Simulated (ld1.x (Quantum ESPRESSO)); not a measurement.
Transferability test, RRKJ potential for B (Z = 5)

* Element: boron (B)
* Generator: ld1.x (Quantum ESPRESSO) 7.5
* Type: norm-conserving RRKJ (Kleinman–Bylander form)
* Functional: LDA (PZ)
* Relativity: scalar-relativistic
* Frozen core: [He]
* Valence charge: 3
* Reference configuration: 2s2 2p1
* Partial waves: 2p (bound): rc 4.44 bohr; 3d channel at 0.05 Ry: rc 2.60 bohr; 2s (bound): rc 1.20 bohr
* Local potential: the s channel
* Core correction: a·sin(br)/r model core inside 0.70 bohr

Energies are relative to the spin-unpolarised reference configuration 2s2 2p1; without spin polarisation the order of configurations can differ from experiment. Spin-polarised rows fill each open shell by Hund’s rule, majority spin first.

```csv
valence configuration,charge,ΔE all-electron (eV),error AE − PS (meV)
2s2 2p0,+1,8.327,+434
2s1 2p0,+2,33.631,+1208
2s2 2p0.5,+0.5,2.943,+74
2s2 2p1.3,-0.3,-0.772,+10
2s1 2p1,+1,14.283,-167
2s0 2p3,0,11.401,-437
2s2 2p1 (spin-polarised),0,-0.235,-9.6
2s1 2p0 (spin-polarised),+2,32.903,+1199
```

(1) What are ΔE and the potential's error for 2s1 2p2?

Answers

(1) ΔE = 5.686 eV all-electron; the error (AE − PS) is -110 meV.

These tests converged, but a pseudo level misses the all-electron one widely, so the file describes the atom poorly there or has found another state: 2s1 2p0: empty 2p by 2.7 eV.
